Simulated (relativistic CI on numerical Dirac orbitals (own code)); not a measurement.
Tc⁵⁺: L-alpha,beta X-ray emission

Computed with this model: Dirac-Coulomb-Breit CI, orbitals from a KLI potential per configuration, a model potential for QED, valence Slater integrals scaled by 0.8, multiplet model of X-ray emission after core ionisation; configurations [Kr] 4d2 → [He] 2s2 2p5 3s2 3p6 3d10 4s2 4p6 4d2 → [Ar] 3d9 4s2 4p6 4d2; 80 K; Lorentzian 2 eV and Gaussian 0.6 eV FWHM. Energies are those of the free ion, without screening or charge transfer. S is read from ⟨S²⟩ = S(S + 1).

Computed curve for free ion, scaled to 100 at the maximum (points under 2 are left out and the grid is thinned):

```json
{"Energy (eV)": "2417.6", "Intensity": "2.1"}
{"Energy (eV)": "2418.2", "Intensity": "2.4"}
{"Energy (eV)": "2418.6", "Intensity": "2.8"}
{"Energy (eV)": "2419.2", "Intensity": "3.5"}
{"Energy (eV)": "2419.8", "Intensity": "4.6"}
{"Energy (eV)": "2420.2", "Intensity": "5.5"}
{"Energy (eV)": "2420.8", "Intensity": "7.3"}
{"Energy (eV)": "2421.2", "Intensity": "8.8"}
{"Energy (eV)": "2421.8", "Intensity": "12.2"}
{"Energy (eV)": "2422.4", "Intensity": "16.4"}
{"Energy (eV)": "2422.8", "Intensity": "18.7"}
{"Energy (eV)": "2423.4", "Intensity": "20.6"}
{"Energy (eV)": "2424.0", "Intensity": "23.7"}
{"Energy (eV)": "2424.4", "Intensity": "28.2"}
{"Energy (eV)": "2425.0", "Intensity": "41.2"}
{"Energy (eV)": "2425.4", "Intensity": "56.2"}
{"Energy (eV)": "2426.0", "Intensity": "86.5"}
{"Energy (eV)": "2426.6", "Intensity": "100.0"}
{"Energy (eV)": "2427.0", "Intensity": "86.8"}
{"Energy (eV)": "2427.6", "Intensity": "54.3"}
{"Energy (eV)": "2428.2", "Intensity": "31.5"}
{"Energy (eV)": "2428.6", "Intensity": "22.6"}
{"Energy (eV)": "2429.2", "Intensity": "14.7"}
{"Energy (eV)": "2429.6", "Intensity": "11.4"}
{"Energy (eV)": "2430.2", "Intensity": "8.2"}
{"Energy (eV)": "2430.8", "Intensity": "6.1"}
{"Energy (eV)": "2431.2", "Intensity": "5.2"}
{"Energy (eV)": "2431.8", "Intensity": "4.1"}
{"Energy (eV)": "2432.4", "Intensity": "3.3"}
{"Energy (eV)": "2432.8", "Intensity": "2.9"}
{"Energy (eV)": "2433.4", "Intensity": "2.5"}
{"Energy (eV)": "2433.8", "Intensity": "2.2"}
{"Energy (eV)": "2529.0", "Intensity": "2.3"}
{"Energy (eV)": "2529.6", "Intensity": "3.1"}
{"Energy (eV)": "2530.0", "Intensity": "3.3"}
{"Energy (eV)": "2530.6", "Intensity": "2.8"}
{"Energy (eV)": "2531.2", "Intensity": "2.2"}
{"Energy (eV)": "2533.6", "Intensity": "2.1"}
{"Energy (eV)": "2534.2", "Intensity": "2.5"}
{"Energy (eV)": "2534.6", "Intensity": "2.8"}
{"Energy (eV)": "2535.2", "Intensity": "3.6"}
{"Energy (eV)": "2535.8", "Intensity": "4.8"}
{"Energy (eV)": "2536.2", "Intensity": "6.1"}
{"Energy (eV)": "2536.8", "Intensity": "9.1"}
{"Energy (eV)": "2537.4", "Intensity": "13.9"}
{"Energy (eV)": "2537.8", "Intensity": "18.5"}
{"Energy (eV)": "2538.4", "Intensity": "28.7"}
{"Energy (eV)": "2538.8", "Intensity": "37.9"}
{"Energy (eV)": "2539.4", "Intensity": "48.0"}
{"Energy (eV)": "2540.0", "Intensity": "44.2"}
{"Energy (eV)": "2540.4", "Intensity": "36.4"}
{"Energy (eV)": "2541.0", "Intensity": "24.5"}
{"Energy (eV)": "2541.6", "Intensity": "15.6"}
{"Energy (eV)": "2542.0", "Intensity": "11.7"}
{"Energy (eV)": "2542.6", "Intensity": "7.8"}
{"Energy (eV)": "2543.0", "Intensity": "6.1"}
{"Energy (eV)": "2543.6", "Intensity": "4.3"}
{"Energy (eV)": "2544.2", "Intensity": "3.3"}
{"Energy (eV)": "2544.6", "Intensity": "2.7"}
{"Energy (eV)": "2545.2", "Intensity": "2.1"}
```

The ground state has S = 0.99, and the centroid lies at 2464.65 eV.
